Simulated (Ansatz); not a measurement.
Steps of a relaxation of `CCC(C)C(=O)OC` with RKS PBE0-D4/def2-TZVP.

```sh
$ ansatz run in.yaml --threads 2 --pin off --events-out ev --progress --plain --max-ram 32768MiB --backend cuda --devices 0, --max-vram 18GiB
```

```yaml
crystal:
  periodic: [false, false, false]
  atoms:
    - {symbol: C, position_ang: [1.469766, 1.682784, -0.578174]}
    - {symbol: C, position_ang: [-0.056513, 1.595303, -0.588303]}
    - {symbol: C, position_ang: [-0.603800, 0.155780, -0.647766]}
    - {symbol: C, position_ang: [-2.136389, 0.131229, -0.749954]}
    - {symbol: C, position_ang: [-0.175144, -0.596104, 0.604929]}
    - {symbol: O, position_ang: [-0.467045, -0.276010, 1.742752]}
    - {symbol: O, position_ang: [0.582083, -1.683893, 0.308750]}
    - {symbol: C, position_ang: [1.023952, -2.445383, 1.439326]}
    - {symbol: H, position_ang: [1.900807, 1.183945, 0.314753]}
    - {symbol: H, position_ang: [1.813105, 2.736707, -0.561935]}
    - {symbol: H, position_ang: [1.910782, 1.199187, -1.474692]}
    - {symbol: H, position_ang: [-0.464020, 2.154402, -1.458118]}
    - {symbol: H, position_ang: [-0.471305, 2.080467, 0.321627]}
    - {symbol: H, position_ang: [-0.161998, -0.367975, -1.521282]}
    - {symbol: H, position_ang: [-2.523746, -0.903880, -0.836416]}
    - {symbol: H, position_ang: [-2.587039, 0.590909, 0.152592]}
    - {symbol: H, position_ang: [-2.475994, 0.699484, -1.639146]}
    - {symbol: H, position_ang: [1.625867, -1.818540, 2.128287]}
    - {symbol: H, position_ang: [0.160746, -2.847114, 2.008187]}
    - {symbol: H, position_ang: [1.635866, -3.271300, 1.034581]}
basis:
  gaussian: {orbitals: def2-TZVP}
hamiltonian: {xc: pbe0, dispersion: d4}
relax: {f_tol: 0.005, max_steps: 150}
```

Positions (Å) and forces (eV/Å) along the path, 8 of 26 steps:

```xyz
20
step=1 energy=-10504.6415 eV
C     1.470    1.683   -0.578    0.274   -0.036    0.006
C    -0.057    1.595   -0.588   -0.263    0.226    0.066
C    -0.604    0.156   -0.648    0.164   -0.119   -0.132
C    -2.136    0.131   -0.750   -0.222    0.027    0.055
C    -0.175   -0.596    0.605   -0.017   -0.065    0.738
O    -0.467   -0.276    1.743    0.363   -0.400   -1.295
O     0.582   -1.684    0.309   -0.316    0.420    0.468
C     1.024   -2.445    1.439    0.041   -0.097    0.298
H     1.901    1.184    0.315   -0.228    0.231   -0.418
H     1.813    2.737   -0.562   -0.202   -0.504   -0.010
H     1.911    1.199   -1.475   -0.230    0.227    0.420
H    -0.464    2.154   -1.458    0.203   -0.293    0.396
H    -0.471    2.080    0.322    0.211   -0.230   -0.441
H    -0.162   -0.368   -1.521   -0.212    0.252    0.419
H    -2.524   -0.904   -0.836    0.206    0.490    0.039
H    -2.587    0.591    0.153    0.225   -0.215   -0.443
H    -2.476    0.699   -1.639    0.200   -0.270    0.421
H     1.626   -1.819    2.128   -0.298   -0.298   -0.407
H     0.161   -2.847    2.008    0.421    0.213   -0.346
H     1.636   -3.271    1.035   -0.321    0.441    0.167
20
step=4 energy=-10504.7307 eV
C     1.454    1.666   -0.564    0.001    0.006    0.001
C    -0.062    1.585   -0.586    0.006   -0.011    0.002
C    -0.595    0.154   -0.645   -0.009    0.010    0.010
C    -2.116    0.130   -0.738   -0.001   -0.007   -0.001
C    -0.165   -0.593    0.594    0.029   -0.023   -0.027
O    -0.445   -0.274    1.719   -0.007    0.009    0.011
O     0.576   -1.672    0.303   -0.017    0.016    0.013
C     1.015   -2.426    1.428   -0.001   -0.002   -0.008
H     1.866    1.180    0.324    0.000   -0.001    0.004
H     1.791    2.704   -0.553    0.005    0.006    0.000
H     1.891    1.182   -1.441    0.001   -0.002   -0.003
H    -0.453    2.125   -1.454    0.000    0.000   -0.004
H    -0.478    2.069    0.302   -0.001    0.001    0.002
H    -0.164   -0.357   -1.510    0.001    0.000   -0.006
H    -2.498   -0.890   -0.816   -0.005   -0.005    0.000
H    -2.557    0.593    0.147   -0.001    0.002    0.003
H    -2.447    0.684   -1.619   -0.001    0.001   -0.004
H     1.619   -1.807    2.093    0.004    0.003    0.003
H     0.162   -2.811    1.989   -0.003   -0.001    0.004
H     1.607   -3.244    1.026    0.002   -0.004   -0.002
20
step=10 energy=-10504.7313 eV
C     1.447    1.701   -0.557   -0.001    0.000    0.000
C    -0.067    1.596   -0.595   -0.002   -0.008   -0.001
C    -0.579    0.158   -0.645    0.007    0.011    0.008
C    -2.100    0.108   -0.732    0.004   -0.003   -0.001
C    -0.135   -0.581    0.594   -0.002   -0.015   -0.016
O    -0.366   -0.229    1.720    0.012   -0.011   -0.010
O     0.547   -1.697    0.299   -0.017    0.025    0.025
C     0.985   -2.453    1.424    0.010   -0.012    0.011
H     1.854    1.238    0.346    0.000    0.000   -0.002
H     1.769    2.744   -0.563    0.000    0.001    0.000
H     1.902    1.206   -1.420    0.000    0.001   -0.001
H    -0.457    2.122   -1.473   -0.001    0.002    0.000
H    -0.499    2.083    0.284    0.000    0.001    0.002
H    -0.145   -0.351   -1.511    0.003   -0.003   -0.002
H    -2.466   -0.918   -0.803    0.000   -0.002    0.000
H    -2.544    0.570    0.152   -0.002    0.002    0.002
H    -2.444    0.652   -1.615    0.000    0.000   -0.001
H     1.653   -1.859    2.050   -0.019   -0.019   -0.015
H     0.133   -2.773    2.027    0.024    0.007   -0.015
H     1.511   -3.316    1.017   -0.016    0.025    0.015
20
step=14 energy=-10504.7320 eV
C     1.441    1.748   -0.578    0.000    0.000    0.001
C    -0.072    1.612   -0.590   -0.003    0.001   -0.005
C    -0.551    0.165   -0.640    0.010    0.008   -0.004
C    -2.072    0.080   -0.731    0.001   -0.005    0.001
C    -0.100   -0.569    0.600   -0.012   -0.046    0.021
O    -0.283   -0.188    1.726    0.024   -0.015   -0.038
O     0.514   -1.725    0.307   -0.020    0.054    0.019
C     0.937   -2.488    1.432    0.009   -0.018    0.017
H     1.874    1.279    0.310   -0.001    0.003   -0.002
H     1.742    2.797   -0.572   -0.001   -0.004    0.000
H     1.889    1.277   -1.457   -0.002    0.001    0.002
H    -0.487    2.135   -1.458    0.002   -0.002    0.004
H    -0.497    2.085    0.300    0.001    0.000   -0.001
H    -0.108   -0.338   -1.504    0.000    0.001    0.000
H    -2.414   -0.956   -0.791    0.003    0.006    0.001
H    -2.530    0.541    0.147    0.001   -0.001   -0.001
H    -2.425    0.605   -1.621    0.002   -0.002    0.003
H     1.648   -1.920    2.036   -0.018   -0.014   -0.014
H     0.084   -2.758    2.057    0.020    0.007   -0.014
H     1.411   -3.380    1.026   -0.015    0.027    0.011
20
step=18 energy=-10504.7328 eV
C     1.428    1.818   -0.594   -0.002   -0.002    0.001
C    -0.079    1.633   -0.590   -0.005   -0.001   -0.001
C    -0.511    0.173   -0.634    0.016    0.009    0.008
C    -2.030    0.035   -0.724    0.003    0.000    0.002
C    -0.043   -0.553    0.604   -0.021   -0.034    0.041
O    -0.128   -0.129    1.726    0.023   -0.031   -0.071
O     0.453   -1.766    0.313   -0.011    0.055    0.031
C     0.864   -2.537    1.437    0.007   -0.013    0.015
H     1.884    1.367    0.292   -0.001    0.001   -0.002
H     1.696    2.877   -0.595   -0.002   -0.003    0.000
H     1.882    1.359   -1.477    0.001    0.001   -0.001
H    -0.520    2.142   -1.453    0.000    0.001    0.000
H    -0.509    2.094    0.304    0.000    0.000    0.000
H    -0.056   -0.319   -1.499    0.000    0.000   -0.003
H    -2.336   -1.012   -0.777    0.002    0.002    0.001
H    -2.504    0.488    0.149    0.000    0.000    0.000
H    -2.400    0.542   -1.617    0.001   -0.001   -0.001
H     1.651   -2.020    1.991   -0.026   -0.019   -0.016
H     0.022   -2.716    2.110    0.028    0.004   -0.019
H     1.236   -3.477    1.034   -0.013    0.032    0.015
20
step=23 energy=-10504.7333 eV
C     1.419    1.863   -0.609   -0.001    0.000    0.001
C    -0.083    1.646   -0.583    0.002    0.001    0.000
C    -0.484    0.178   -0.630   -0.004   -0.001   -0.002
C    -2.000    0.006   -0.723    0.002   -0.001    0.000
C    -0.006   -0.547    0.605   -0.001    0.006    0.012
O    -0.026   -0.099    1.721    0.003   -0.010   -0.014
O     0.411   -1.789    0.322   -0.001    0.005    0.002
C     0.814   -2.565    1.445    0.002   -0.004    0.004
H     1.898    1.412    0.263   -0.001    0.001   -0.001
H     1.663    2.928   -0.603    0.000   -0.001    0.000
H     1.868    1.425   -1.505   -0.001    0.000    0.001
H    -0.549    2.150   -1.436    0.000   -0.001    0.001
H    -0.509    2.092    0.321    0.000    0.000   -0.001
H    -0.020   -0.305   -1.496    0.000    0.000    0.001
H    -2.282   -1.048   -0.770    0.000    0.001    0.000
H    -2.488    0.455    0.144    0.000    0.000    0.000
H    -2.378    0.499   -1.622    0.000    0.000    0.000
H     1.646   -2.087    1.964   -0.006   -0.004   -0.003
H    -0.013   -2.683    2.147    0.006    0.000   -0.004
H     1.117   -3.531    1.047   -0.002    0.008    0.003
20
step=24 energy=-10504.7333 eV
C     1.419    1.864   -0.610    0.000    0.000    0.001
C    -0.084    1.646   -0.583    0.003   -0.001    0.000
C    -0.483    0.178   -0.630   -0.006   -0.001   -0.002
C    -1.999    0.005   -0.724    0.001   -0.001    0.000
C    -0.006   -0.547    0.605    0.006    0.005   -0.003
O    -0.023   -0.098    1.721   -0.001   -0.001    0.004
O     0.410   -1.789    0.322   -0.002   -0.002    0.000
C     0.812   -2.565    1.445    0.001   -0.001    0.001
H     1.898    1.414    0.263   -0.001    0.001   -0.001
H     1.662    2.929   -0.603    0.000    0.000    0.000
H     1.868    1.426   -1.506   -0.001    0.000    0.001
H    -0.549    2.150   -1.436    0.000   -0.001    0.000
H    -0.509    2.092    0.321    0.000    0.000   -0.001
H    -0.019   -0.304   -1.496    0.000    0.000    0.001
H    -2.280   -1.049   -0.771    0.000    0.000    0.000
H    -2.487    0.454    0.144    0.000    0.000    0.000
H    -2.377    0.498   -1.622    0.000    0.000    0.000
H     1.646   -2.088    1.963   -0.001   -0.001   -0.001
H    -0.014   -2.683    2.148    0.002    0.000   -0.001
H     1.114   -3.532    1.047   -0.001    0.002    0.000
20
step=26 energy=-10504.7333 eV
C     1.419    1.865   -0.609    0.000    0.000    0.000
C    -0.084    1.646   -0.584    0.000    0.000    0.000
C    -0.483    0.178   -0.630    0.000    0.000    0.001
C    -1.999    0.005   -0.723    0.000    0.000    0.000
C    -0.005   -0.547    0.605   -0.001    0.000   -0.001
O    -0.020   -0.098    1.720    0.000    0.000    0.000
O     0.408   -1.790    0.322    0.001    0.000    0.001
C     0.812   -2.566    1.445   -0.001    0.001    0.000
H     1.897    1.416    0.265    0.000    0.000    0.000
H     1.662    2.929   -0.604    0.000    0.000    0.000
H     1.869    1.425   -1.503    0.000    0.000    0.000
H    -0.549    2.150   -1.437    0.000    0.000    0.000
H    -0.510    2.092    0.319    0.000    0.000    0.000
H    -0.019   -0.305   -1.496    0.000    0.000    0.000
H    -2.280   -1.049   -0.771    0.000    0.000    0.000
H    -2.487    0.453    0.145    0.000    0.000    0.000
H    -2.377    0.499   -1.621    0.000    0.000    0.000
H     1.647   -2.089    1.961    0.000    0.000    0.000
H    -0.013   -2.682    2.149    0.000    0.000    0.000
H     1.112   -3.533    1.047    0.000    0.000    0.000
```

It took 46 s on 2 threads of an AMD EPYC 7R13 on a shared host and a share of an NVIDIA H100 80 GB, with 0.94 GiB of host memory at the peak.
